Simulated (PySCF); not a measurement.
Geometries of 2 isomers of C2H7BS, from PBE0-D3(BJ)/def2-SVP geometry optimisation, gas phase in PySCF. One conformer each, no zero-point energy, no frequencies.

Task: Which isomer lies lower at this level?
A.
```xyz
11
angstrom
B     -1.470   -0.110   -0.650
C     -0.605   -0.645    0.529
S      0.781    0.368    1.111
C      1.789    0.384   -0.384
H     -1.405    1.040   -1.018
H     -2.268   -0.855   -1.176
H     -1.337   -0.661    1.367
H     -0.313   -1.704    0.412
H      1.253    0.846   -1.228
H      2.116   -0.630   -0.664
H      2.680    0.988   -0.165
```
B.
```xyz
11
angstrom
B      2.316   -0.484   -0.364
S      0.724   -1.085    0.073
C     -0.353    0.397    0.127
C     -1.761    0.015    0.533
H      3.187   -1.312   -0.456
H      2.506    0.692   -0.558
H      0.090    1.111    0.837
H     -0.337    0.861   -0.870
H     -1.780   -0.448    1.531
H     -2.406    0.907    0.562
H     -2.204   -0.699   -0.178
```

Result: B. That is `BSCC` (C2H7BS), 29.9 kcal/mol below the other.

```tsv
SMILES	atoms numbered as above	E (Eh)	relative (kcal/mol)	relative (kJ/mol)	dipole (D)
BSCC	[BH2:1][S:2][CH2:3][CH3:4]	-503.00656	0.0	0.0	1.91
BCSC	[BH2:1][CH2:2][S:3][CH3:4]	-502.95897	29.9	124.9	1.21
```
